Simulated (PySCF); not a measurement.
**The second ionisation energy along the third row**

All values are computed (PySCF 2.14, energy differences of UHF-based or UKS calculations, no spin-orbit coupling). Values in eV. The last column holds reference values (NIST; (s) semi-empirical, (t) theoretical, else measured). Unmarked ones compare directly (S terms, centres of terms, or small fine structure); those marked * lie between the lowest fine-structure levels and include a spin-orbit shift.

| element | configurations | SCS-MP2 (valence) | CCSD(T) (valence) | LDA | r2SCAN | MP2 (valence and next inner shell) | CCSD(T) (valence and next inner shell) | reference |
| --- | --- | --- | --- | --- | --- | --- | --- | --- |
| Mg (x2c-QZVPPall, spin-free X2C) | [Ne] 3s1 → [Ne] | n/a | n/a | 15.377 | 15.039 | 14.981 | 14.999 | 15.035 |
| Al (x2c-QZVPPall, spin-free X2C) | [Ne] 3s2 → [Ne] 3s1 | 18.510 | 18.646 | 18.929 | 18.410 | 18.555 | 18.786 | 18.829 |
| Si (x2c-QZVPPall, spin-free X2C) | [Ne] 3s2 3p1 → [Ne] 3s2 | 16.120 | 16.263 | 16.359 | 16.526 | 16.122 | 16.258 | 16.322 |
| P (x2c-QZVPPall, spin-free X2C) | [Ne] 3s2 3p2 → [Ne] 3s2 3p1 | 19.552 | 19.711 | 19.811 | 19.937 | 19.653 | 19.713 | 19.769 (s) * |
| S (x2c-QZVPPall, spin-free X2C) | [Ne] 3s2 3p3 → [Ne] 3s2 3p2 | 23.182 | 23.343 | 23.392 | 23.495 | 23.389 | 23.347 | 23.338 * |
| Cl (x2c-QZVPPall, spin-free X2C) | [Ne] 3s2 3p4 → [Ne] 3s2 3p3 | 23.579 | 23.629 | 23.964 | 23.797 | 23.483 | 23.643 | 23.771 |
| Ar (x2c-QZVPPall, spin-free X2C) | [Ne] 3s2 3p5 → [Ne] 3s2 3p4 | 27.485 | 27.496 | 27.814 | 27.646 | 27.489 | 27.508 | 27.630 * |

```csv
method,elements,mean error (eV),mean absolute error (eV),largest error (eV)
SCS-MP2 (valence),3,-0.238,0.238,-0.319
CCSD(T) (valence),3,-0.128,0.128,-0.182
LDA,4,0.168,0.168,0.341
r2SCAN,4,-0.046,0.163,-0.419
MP2 (valence and next inner shell),4,-0.204,0.204,-0.288
CCSD(T) (valence and next inner shell),4,-0.068,0.068,-0.128
```

Errors include the incompleteness of the basis and the frozen core.

"Valence" correlates the outer s and p shells and, in groups 3 to 12 and the f block, the outer d or f shell, open or full, or the next shell where the ion has no valence electron left; the wider scheme adds the next inner shell.
